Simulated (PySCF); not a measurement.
## Shieldings and the share of exact exchange

Molecule: `C=N/C=C\S[SiH3]`, C3H7NSSi.

Bonds (- single, = double, # triple, : aromatic): C1=N2 1.272 Å, N2-C3 1.377 Å, C3=C4 1.350 Å, C4-S5 1.737 Å, S5-Si6 2.184 Å. C1 carries H7, H8; C3 carries H9; C4 carries H10; Si6 carries H11, H12, H13. Stereochemistry as in C=N/C=C\S[SiH3]. H8 is cis to C3; H7 is trans to C3.

GIAO shieldings (ppm, equivalent atoms averaged) in PySCF 2.14 on the PBE0-D3(BJ)/def2-SVP geometry, basis pcSseg-1, gas phase, non-relativistic:

```csv
functional,exact exchange (%),σ(S5),σ(Si6)
BLYP,0,506.3,403.2
BP86,0,527.1,411.5
PBE,0,530.1,413.3
B3LYP,20,541.3,413.9
PBE0,25,572.0,426.2
mPW1PW91,25,568.5,424.0
HF,100,655.6,462.5
```

Q: Fit each shielding as a line in the percentage of exact exchange.

A: σ(S5) = 524.5 + 1.35 x (rms 10.6 ppm); σ(Si6) = 409.1 + 0.54 x (rms 4.0 ppm). The functionals also differ in their semilocal parts, which the line can't hold; Hartree–Fock has no correlation at all.

Q: What does the line predict for BHandHLYP (50 %), and what does the run give?

A: σ(S5): 592.0 predicted, 586.8 computed; σ(Si6): 436.1 predicted, 430.6 computed ppm.
